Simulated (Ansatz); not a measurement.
C2H10BNSi can be A, `CB(N)C[SiH3]`, or B, `BN[SiH](C)C`.

Isolated molecules relaxed with PBE0-D4/def2-TZVP in Ansatz; ΔE leaves out vibrations. CBS: MP2 limit from def2 TZ/QZ plus the TZ coupled-cluster correction, frozen cores. DFT in def2-TZVPP. One conformer a species, not always the lowest.

(1) Which isomer does CCSD(T)/CBS put lower? Give the gap. (Best estimate.)

(2) Give E(B) − E(A) in kJ/mol with HF/def2-TZVPP, CCSD/def2-TZVPP, PBE-D4, ωB97M-V, PBE0-D4, B2PLYP, BLYP-D4. (Best estimate.)

(3) Does the order hold for the free energy at 298.15 K (harmonic terms from PBE0-D4)? (Best estimate.)

Largest T1 diagnostic: 0.011.

Results:

(1) Ansatz gave: B, by 38.7 kJ/mol.

(2) Computed: HF/def2-TZVPP -44.4, CCSD/def2-TZVPP -37.4, PBE-D4 -27.1, ωB97M-V -37.3, PBE0-D4 -29.3, B2PLYP -39.1, BLYP-D4 -36.4. None reverses the order clearly.

(3) Ansatz gave: Yes: G(B) − G(A) = -36.8 kJ/mol, for one conformer each. Modes under 60 cm⁻¹, often nearly free rotors, make the harmonic entropy too high.

In def2-TZVPP, CCSD(T) changes the Hartree–Fock value by +7.6 kJ/mol (the triples alone add +0.6 kJ/mol) and MP2 by +5.1 kJ/mol. At CCSD(T), def2-SVP lies +20.8 kJ/mol from the extrapolated value and def2-TZVPP +2.0 kJ/mol.
